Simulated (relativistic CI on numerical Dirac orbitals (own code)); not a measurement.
**Transition arrays of In28+**

These numbers are calculated, not measured: Dirac-Coulomb-Breit CI, orbitals from a KLI potential per configuration, a model potential for QED, valence Slater integrals scaled by 0.9, whole transition arrays (own radial code, finite nucleus).

Configurations in the expansion (outside the closed core [Ne] 3s2): 3p6 3d3, 3p6 3d2 4f, 3p5 3d4, 3p6 3d2 4p, 3p6 3d2 5f. Levels of other configurations are missing.

All E1 lines from the levels of 3p6 3d3; mean and standard deviation are weighted by gf, and upper levels are sorted by their leading configuration.

```tsv
Upper configuration	Lines	Σgf	Mean (eV)	Mean (nm)	σ (eV)	Strongest line (nm)
3p6 3d2 4f	721	301.7	830.08	1.494	7.20	1.484
3p5 3d4	1718	139.4	221.81	5.590	21.14	5.251
3p6 3d2 4p	466	12.5	685.32	1.809	6.77	1.805
3p6 3d2 5f	721	78.3	1096.92	1.130	7.57	1.126
```

Σgf per state of the lower configuration in bins of 0.2 nm over the central range (centre: value): 1.1: 0.65, 1.5: 2.51, 1.7: 0.03, 1.9: 0.08, 4.9: 0.03, 5.1: 0.26, 5.3: 0.28, 5.5: 0.15, 5.7: 0.08, 5.9: 0.07, 6.1: 0.04, 6.3: 0.07, 6.5: 0.11.

(1) How do configuration mixing and the scaling of the Slater integrals move the arrays?

Answers

(1) Slater scale 0.9, no configuration mixing: 3p6 3d2 4f 829.9 ± 7.2 eV (Σgf 292.0), 3p5 3d4 222.0 ± 21.1 eV (Σgf 144.4), 3p6 3d2 4p 685.5 ± 6.7 eV (Σgf 12.6), 3p6 3d2 5f 1096.8 ± 7.5 eV (Σgf 66.7); Slater scale 1: 3p6 3d2 4f 830.8 ± 7.7 eV (Σgf 303.6), 3p5 3d4 224.9 ± 21.9 eV (Σgf 140.7), 3p6 3d2 4p 685.4 ± 7.3 eV (Σgf 12.5), 3p6 3d2 5f 1097.2 ± 8.1 eV (Σgf 78.8); Slater scale 0.8: 3p6 3d2 4f 829.4 ± 6.7 eV (Σgf 299.8), 3p5 3d4 218.7 ± 20.4 eV (Σgf 138.1), 3p6 3d2 4p 685.3 ± 6.3 eV (Σgf 12.5), 3p6 3d2 5f 1096.7 ± 7.0 eV (Σgf 77.7). With mixing, levels are counted to their leading configuration, so an array can shrink or vanish into another, and the sums then hold other lines.
